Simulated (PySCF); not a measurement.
SnFCl3, SMILES [F][Sn]([Cl])([Cl])[Cl].

Geometry: PBE-D3(BJ)/def2-SVP. The def2 effective core potentials stand for the cores of Sn; spin–orbit coupling is left out.

Computed with PBE-D3(BJ)/def2-SVP in PySCF.

Frequencies are harmonic and unscaled.

Modes within 1.5 cm⁻¹ of each other (mostly degenerate sets) share a row, with their intensities summed.

```tsv
mode	ν (cm⁻¹)	IR (km/mol)	moving atoms (share of kinetic energy)
1–2	95	1.4	Cl 84 %, F 10 %
3	118	7.1	Cl 63 %, Sn 32 %
4–5	150	37.7	F 60 %, Cl 25 %, Sn 15 %
6	349	4.1	Cl 93 %
7–8	393	113.3	Cl 70 %, Sn 30 %
9	627	46.8	F 86 %, Sn 14 %
```
